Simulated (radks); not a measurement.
Correlation energies from several functionals, in hartree. Species: Ge17+ [Ne] 3s2 3p3; Re+ [Xe] 4f14 5d5 6s1; Zn2+ [Ar] 3d10; Kr [Kr]. Method: non-relativistic Kohn-Sham, r2SCAN, spin-polarised, spherical densities, point nucleus; meta-GGA in the generalised Kohn-Sham scheme; computed with a radial shooting solver on a logarithmic mesh with Libxc functionals. Every spin shell is full or empty, so the densities are truly spherical. Functionals are evaluated on that one density, not self-consistently.

| functional | Ge17+ | Re+ | Zn2+ | Kr |
|---|---|---|---|---|
| PW92 | -1.5378 | -7.6104 | -2.5745 | -3.2695 |
| VWN5 | -1.5448 | -7.6427 | -2.5869 | -3.2842 |
| Chachiyo | -1.5132 | -7.5222 | -2.5358 | -3.2219 |
| PBE | -0.62742 | -4.4481 | -1.3621 | -1.7660 |
| PBEsol | -0.74593 | -4.9854 | -1.5566 | -2.0155 |
| LYP | -0.71287 | -3.9429 | -1.3729 | -1.7494 |
| P86 | -0.79904 | -4.9967 | -1.5402 | -2.0078 |
| PW91 | -0.72576 | -4.7781 | -1.4793 | -1.9133 |
| AM05 | -1.3995 | -7.1673 | -2.3738 | -3.0218 |
| OP (B88) | -0.68344 | -3.8560 | -1.3354 | -1.6897 |
| TPSS | -0.63438 | -4.4403 | -1.3651 | -1.7695 |
| revTPSS | -0.64428 | -4.4773 | -1.3849 | -1.7966 |
| r2SCAN | -0.64640 | -4.5093 | -1.3718 | -1.7723 |
| B95 | -0.87066 | -5.5021 | -1.6326 | -2.1126 |
| Tao-Mo | -0.58367 | -4.3429 | -1.2995 | -1.6871 |
